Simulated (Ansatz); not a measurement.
Hf2(OH)8 (Hf₂O₈H₈). Charge 0, multiplicity 1. Geometry PBE-D4/def2-SVP.

```xyz
18

Hf   -0.3537   -0.1715    1.7861
O     0.4125    1.3669    2.7653
O    -2.2101   -0.0276    2.3811
O     0.3210   -1.8323    2.5526
O    -1.0678   -0.5370   -0.2526
Hf    0.4111   -0.0141   -1.7750
O    -1.0327    0.1200   -3.0847
O     1.3897    1.6464   -2.2126
O     1.4600   -1.5654   -2.3143
O     1.1108    0.3458    0.2613
H     0.1026    1.9210    3.4975
H    -3.1308    0.1923    2.5611
H     0.9024   -2.2268    3.2165
H    -1.9645   -0.8462   -0.4632
H    -1.7875    0.2653   -3.6655
H     1.3618    2.2652   -2.9579
H     2.2604   -1.8934   -2.7454
H     1.8149    0.9913    0.4498
```

In the def2 sets Hf takes a core potential; there is no spin–orbit coupling.

Question: Estimate the orbital energies around the gap (eV) in Ansatz with BLYP-D4/def2-TZVP, r2SCAN-D4/def2-TZVP, PBE0-D4/def2-SVP, PBE0-D4/def2-TZVP, ωB97M-V/def2-TZVP.

Answer: 
```csv
orbital,BLYP-D4/def2-TZVP,r2SCAN-D4/def2-TZVP,PBE0-D4/def2-SVP,PBE0-D4/def2-TZVP,ωB97M-V/def2-TZVP
HOMO−13,-8.31,-8.86,-10.06,-10.23,-12.74
HOMO−12,-7.83,-8.34,-9.58,-9.72,-12.35
HOMO−11,-7.48,-7.97,-9.20,-9.33,-11.91
HOMO−10,-7.40,-7.89,-9.11,-9.24,-11.80
HOMO−9,-7.32,-7.82,-9.00,-9.16,-11.74
HOMO−8,-7.17,-7.66,-8.83,-8.99,-11.55
HOMO−7,-7.13,-7.61,-8.78,-8.94,-11.51
HOMO−6,-6.97,-7.50,-8.65,-8.82,-11.32
HOMO−5,-6.80,-7.29,-8.44,-8.59,-11.10
HOMO−4,-6.74,-7.23,-8.39,-8.54,-11.03
HOMO−3,-6.58,-7.08,-8.22,-8.38,-10.85
HOMO−2,-6.51,-7.00,-8.13,-8.29,-10.74
HOMO−1,-6.49,-6.98,-8.12,-8.28,-10.73
HOMO,-6.46,-6.94,-8.09,-8.24,-10.66
LUMO,-0.87,-0.38,0.05,-0.15,1.04
LUMO+1,-0.29,0.01,0.55,0.53,1.65
LUMO+2,-0.23,0.09,0.83,0.65,2.67
LUMO+3,0.05,0.51,1.00,0.89,2.82
LUMO+4,0.24,0.61,1.07,1.14,2.96
LUMO+5,0.37,0.62,1.27,1.26,3.06
```
